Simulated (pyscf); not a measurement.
# H₃C–Ga(CH₃)–Cl, singlet

Gas-phase minimum from PySCF at ωB97X-D3(BJ)/def2-SVP, one conformer. 

```
Ga
C 1 1.9530
H 2 1.1003 1 112.67
H 2 1.1012 3 109.13 1 122.46
H 2 1.1024 3 108.53 4 116.47
C 1 1.9531 2 132.08 3 -7.59
H 6 1.1004 1 112.49 2 -15.83
H 6 1.1007 7 109.30 1 122.89
H 6 1.1028 7 108.23 8 116.55
Cl 1 2.1722 2 113.84 3 172.14
```
Charge 0, spin multiplicity 1.

Properties at ωB97X-D3(BJ)/def2-SVP:

```
Item                                                                                                                                                                                                                                                  Result
---------------------------------------------------------------------------------------------------------------------  -------------------------------------------------------------------------------------------------------------------------------------
Harmonic wavenumbers, unscaled                                                                                         32, 37, 147, 148, 155, 408, 565, 628, 639, 720, 740, 782, 1244, 1245, 1436, 1438, 1441, 1442, 3069, 3070, 3167, 3169, 3185, 3187 cm⁻¹
Zero-point energy                                                                                                                                                                                                                              45.9 kcal/mol
Rotational symmetry number                                                                                                                                                                                                                                 1
Entropy of this conformer at 298 K and 1 atm, rigid rotor and harmonic oscillator, modes under 100 cm⁻¹ raised to 100                                                                                                                        358.3 J/(mol K)
Dipole moment                                                                                                                                                                                                                                         2.72 D
```

Single-point totals, which compare only within one level:

```csv
level,total energy (hartree)
ωB97X-D3(BJ)/def2-TZVP,-2465.01447
PBE/def2-TZVP,-2464.39121
r²SCAN/def2-TZVP,-2464.89932
B3LYP-D3(BJ)/def2-TZVP,-2465.07535
PBE0-D3(BJ)/def2-TZVP,-2464.49197
M06-2X/def2-TZVP,-2464.92939
ωB97M-D3(BJ)/def2-TZVP,-2465.08824
```

The lowest mode is so soft that the shape along it may change with the basis. Soft torsions are taken as harmonic, which can shift the entropy by several J/(mol K). Elements up to Kr have no core potential and no relativistic terms here.
